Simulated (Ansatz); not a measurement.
The inner images of a band of C₂H₁₀BFSi₂ (16 atoms, charge 0, multiplicity 1) are given out of order.

These are results of RKS PBE-D4/STO-3G in Ansatz, not measurements.

Initial state:

```xyz
16
Properties=species:S:1:pos:R:3
B -1.450 -1.150 0.586
Si -0.099 -1.303 -0.851
C 0.702 0.460 -0.665
C 1.818 0.442 0.454
F 1.217 1.070 -1.832
Si -0.879 1.337 0.054
H -1.087 -1.440 1.668
H -2.582 -1.333 0.330
H -0.629 -1.387 -2.206
H 0.913 -2.342 -0.705
H 2.180 1.463 0.686
H 2.683 -0.161 0.119
H 1.426 -0.010 1.386
H -1.589 0.243 0.919
H -1.890 1.679 -0.938
H -0.756 2.411 1.040
```

Final state:

```xyz
16
Properties=species:S:1:pos:R:3
B -0.752 -2.435 0.367
Si -0.740 -0.922 -0.746
C 0.389 0.633 -0.533
C 1.424 0.378 0.638
F 1.101 0.934 -1.731
Si -0.759 2.116 -0.022
H -0.433 -2.299 1.485
H -1.463 -3.313 0.060
H -0.976 -1.041 -2.195
H 0.294 -2.469 -0.378
H 2.020 1.290 0.839
H 2.123 -0.438 0.374
H 0.894 0.090 1.566
H -1.437 1.789 1.223
H -1.754 2.350 -1.058
H 0.046 3.314 0.157
```

Task: Put them in order from the first end to the last, with their energies above the first end.
A.
```xyz
16
Properties=species:S:1:pos:R:3
B -1.065 -2.057 0.646
Si -0.257 -1.237 -0.928
C 0.533 0.510 -0.533
C 1.514 0.360 0.700
F 1.292 0.941 -1.662
Si -0.828 1.811 -0.104
H -0.413 -2.303 1.599
H -2.216 -2.313 0.704
H -1.175 -1.065 -2.046
H 0.855 -2.060 -1.391
H 2.038 1.315 0.901
H 2.280 -0.416 0.509
H 0.953 0.073 1.610
H -1.596 1.331 1.037
H -1.725 2.000 -1.233
H -0.214 3.087 0.236
```
B.
```xyz
16
Properties=species:S:1:pos:R:3
B -0.789 -2.386 0.400
Si -0.720 -0.922 -0.736
C 0.436 0.613 -0.518
C 1.428 0.371 0.691
F 1.191 0.897 -1.692
Si -0.747 2.082 -0.068
H -0.279 -2.335 1.455
H -1.472 -3.297 0.119
H -1.186 -1.023 -2.120
H 0.247 -2.297 -0.600
H 2.029 1.281 0.889
H 2.127 -0.459 0.470
H 0.869 0.114 1.610
H -1.483 1.743 1.142
H -1.695 2.295 -1.151
H 0.020 3.298 0.153
```
C.
```xyz
16
Properties=species:S:1:pos:R:3
B -1.304 -1.477 0.625
Si -0.122 -1.286 -0.927
C 0.640 0.483 -0.631
C 1.684 0.393 0.557
F 1.271 1.052 -1.766
Si -0.888 1.478 0.006
H -0.836 -1.670 1.692
H -2.476 -1.548 0.529
H -0.813 -1.265 -2.210
H 0.953 -2.268 -1.006
H 2.100 1.392 0.795
H 2.524 -0.277 0.295
H 1.198 -0.006 1.468
H -1.486 0.531 0.987
H -1.880 1.702 -1.036
H -0.587 2.743 0.667
```
D.
```xyz
16
Properties=species:S:1:pos:R:3
B -0.905 -2.349 0.477
Si -0.631 -0.989 -0.770
C 0.439 0.604 -0.512
C 1.433 0.368 0.696
F 1.198 0.896 -1.684
Si -0.741 2.074 -0.072
H -0.315 -2.344 1.493
H -1.513 -3.303 0.157
H -1.228 -1.033 -2.100
H 0.343 -2.203 -0.759
H 2.034 1.277 0.892
H 2.130 -0.464 0.478
H 0.873 0.114 1.616
H -1.481 1.745 1.138
H -1.686 2.295 -1.156
H 0.028 3.289 0.149
```
E.
```xyz
16
Properties=species:S:1:pos:R:3
B -1.016 -2.249 0.603
Si -0.373 -1.164 -0.880
C 0.485 0.544 -0.511
C 1.464 0.356 0.720
F 1.264 0.909 -1.654
Si -0.759 1.964 -0.099
H -0.496 -2.223 1.662
H -1.867 -3.052 0.438
H -1.318 -1.012 -1.980
H 0.702 -2.029 -1.365
H 2.039 1.284 0.910
H 2.187 -0.461 0.532
H 0.894 0.107 1.635
H -1.523 1.628 1.094
H -1.680 2.178 -1.205
H -0.023 3.197 0.144
```
F.
```xyz
16
Properties=species:S:1:pos:R:3
B -1.219 -1.828 0.619
Si -0.154 -1.295 -0.922
C 0.565 0.493 -0.563
C 1.610 0.385 0.621
F 1.238 0.989 -1.715
Si -0.879 1.658 -0.028
H -0.701 -2.192 1.616
H -2.396 -1.748 0.626
H -0.913 -1.205 -2.162
H 0.991 -2.168 -1.155
H 2.055 1.375 0.843
H 2.431 -0.310 0.364
H 1.117 0.012 1.539
H -1.541 1.034 1.112
H -1.843 1.806 -1.108
H -0.386 2.972 0.359
```
G.
```xyz
16
Properties=species:S:1:pos:R:3
B -0.716 -2.446 0.361
Si -0.762 -0.908 -0.712
C 0.400 0.623 -0.520
C 1.413 0.380 0.672
F 1.132 0.892 -1.712
Si -0.750 2.120 -0.057
H -0.301 -2.341 1.450
H -1.454 -3.314 0.094
H -1.110 -0.982 -2.140
H 0.268 -2.466 -0.472
H 2.021 1.286 0.863
H 2.103 -0.454 0.439
H 0.866 0.121 1.598
H -1.478 1.798 1.162
H -1.705 2.350 -1.130
H 0.050 3.318 0.149
```

Result: C (+21.6 kJ/mol), F (+27.0 kJ/mol), A (+30.1 kJ/mol), E (+38.9 kJ/mol), D (+79.6 kJ/mol), B (+67.9 kJ/mol), G (+59.6 kJ/mol).

Run time: 8.2 min on 1 thread of Arm Neoverse V2, with other jobs on the host, peak memory 0.11 GiB.
